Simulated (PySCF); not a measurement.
# Low-lying terms of Ga⁺ (gallium, charge +1)

Ground state [Ar] 3d10 4s2, ¹S. All numbers are calculated (PySCF 2.14, no relativity, point nucleus, in def2-TZVPPD with one added diffuse shell each of s, p, d type (8s6p6d1f, 63 functions)). Vertical excitation energies in eV without spin-orbit coupling; excited terms of each kind are numbered among those the solver found. Frozen: [Ar].

```json
{"term": "1 3P°", "leading excitation": "4s → p", "EOM-EE-CCSD": "5.437", "measured centre of gravity (NIST)": "5.986 (4s4p)"}
{"term": "1 1P°", "leading excitation": "4s → p", "EOM-EE-CCSD": "8.446", "measured centre of gravity (NIST)": "8.766 (4s4p)"}
{"term": "1 3S", "leading excitation": "4s → s", "EOM-EE-CCSD": "12.169", "measured centre of gravity (NIST)": "12.763 (4s5s)"}
{"term": "1 1S", "leading excitation": "4s → s", "EOM-EE-CCSD": "12.633", "measured centre of gravity (NIST)": "13.224 (4s5s)"}
{"term": "1 3D", "leading excitation": "4s → d", "EOM-EE-CCSD": "13.465", "measured centre of gravity (NIST)": "14.116 (4s4d)"}
{"term": "2 3P°", "leading excitation": "4s → p", "EOM-EE-CCSD": "14.168", "measured centre of gravity (NIST)": "n/a"}
{"term": "2 1P°", "leading excitation": "4s → p", "EOM-EE-CCSD": "14.421", "measured centre of gravity (NIST)": "n/a"}
{"term": "1 1D", "leading excitation": "4s → d", "EOM-EE-CCSD": "15.146", "measured centre of gravity (NIST)": "n/a"}
{"term": "2 3S", "leading excitation": "4s → s", "EOM-EE-CCSD": "15.812", "measured centre of gravity (NIST)": "n/a"}
{"term": "2 1S", "leading excitation": "4s → s", "EOM-EE-CCSD": "15.946", "measured centre of gravity (NIST)": "n/a"}
{"term": "2 3D", "leading excitation": "4s → d", "EOM-EE-CCSD": "16.308", "measured centre of gravity (NIST)": "n/a"}
{"term": "2 1D", "leading excitation": "4s → d", "EOM-EE-CCSD": "16.777", "measured centre of gravity (NIST)": "n/a"}
```

Only the lower part of the computed list is shown. Doubly excited terms such as np² are absent. The solver can miss terms. Rydberg members are limited by the diffuse functions of the basis.
